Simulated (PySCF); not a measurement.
Computed with TPSSh-D3(BJ)/def2-TZVP in PySCF. Gas-phase values, no solvent. 

Reference species (SMILES): `[GaH][Br]` (neutral, multiplicity 2).

```yaml
dipole_moment: 1.90 D
```

Changed species: `[Br]` (radical fragment; the reference has radical fragment).

**Question.** Predict the effect on the dipole moment.

**Answer.** the dipole moment falls by 1.90 D, to 0.00 D.
